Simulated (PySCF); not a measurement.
Excitations are Tamm–Dancoff values on a coarser integration grid. The basis has no diffuse functions, so Rydberg states are missing or too high.

Cartesian coordinates (Å):
SMILES: [Si@H](Cl)([SiH2]Cl)[SiH3]
```xyz
11

Si    -1.9545     0.1891    -0.2463
Si     0.0190    -0.6497     0.7085
Cl     0.1164    -2.7125     0.3912
Si     1.9291     0.2938    -0.2764
Cl     1.7749     2.3547    -0.0367
H     -3.1388    -0.5159     0.3332
H     -2.0548     1.6545     0.0343
H     -1.9145    -0.0345    -1.7237
H      0.0467    -0.4140     2.1869
H      3.1975    -0.1613     0.3681
H      1.9791    -0.0041    -1.7391
```
Charge 0, multiplicity 1.

Problem. Estimate the HOMO, S1 excitation (TDA), HOMO–LUMO gap, brightest of the four lowest singlets (TDA) and T1 excitation (TDA) that PBE-D3(BJ)/def2-TZVP run with PySCF 2.14.0 returns for this input.

Solution. 
| Item | Value |
|---|---|
| HOMO | -6.77 eV |
| S1 excitation (TDA) | 4.85 eV |
| HOMO–LUMO gap | 4.62 eV |
| brightest of the four lowest singlets (TDA) | 5.84 eV |
| T1 excitation (TDA) | 4.34 eV |
